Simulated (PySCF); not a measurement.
# HW(OH) + 3 F₂ → WOF₄ + 2 HF

Level: PBE0 in the def2-TZVP basis family, computed in PySCF with density fitting; scalar-relativistic core potentials for atoms from Rb on, none lighter, no spin–orbit coupling; open shells unrestricted.

```json
{"species": "HW(OH)", "state and structure": "quintet, C1, O–H 0.963 Å, W–H 1.734 Å, W–O 1.895 Å; H–O–W 120.9°, H–W–O 123.4°", "E (Eh)": "-143.38350", "ZPE (kJ/mol)": "47.8", "H(298 K) − H(0) (kJ/mol)": "12.0", "S° (J/(mol K))": "285.1"}
{"species": "F₂", "state and structure": "singlet, D∞h, F–F 1.376 Å", "E (Eh)": "-199.40856", "ZPE (kJ/mol)": "6.6", "H(298 K) − H(0) (kJ/mol)": "8.7", "S° (J/(mol K))": "201.9"}
{"species": "WOF₄", "state and structure": "singlet, C4v, W–F 1.848 Å (×4), W–O 1.671 Å; F–W–F 86.1° (×4), F–W–F 149.8° (×2), F–W–O 105.1° (×4)", "E (Eh)": "-541.70478", "ZPE (kJ/mol)": "33.9", "H(298 K) − H(0) (kJ/mol)": "20.2", "S° (J/(mol K))": "341.2"}
{"species": "HF", "state and structure": "singlet, C∞v, H–F 0.920 Å", "E (Eh)": "-100.39188", "ZPE (kJ/mol)": "24.9", "H(298 K) − H(0) (kJ/mol)": "8.7", "S° (J/(mol K))": "173.6"}
```

Problem. What is the electronic reaction energy?

Solution. At PBE0/def2-TZVP, ΔE = -2308.8 kJ/mol from the differences of the total energies times 2625.5, downhill. 

Problem. Add zero-point, thermal and entropy terms for 298.15 K and 1 bar.

Solution. ΔZPE = 16.1 and Δ[H(298) − H(0)] = -0.5 kJ/mol give ΔH° = -2293.2 kJ/mol. ΔS° = -202.4 J/(mol K), so ΔG° = -2293.2 − 298.15 × (-0.2024) = -2233 kJ/mol.

Spin–orbit coupling can matter for HW(OH), WOF₄ and is left out. Open d or f shells are single determinants, so the state found may not be the ground state. Each species is the lowest minimum found with this bonding; other isomers or fragments can lie lower.
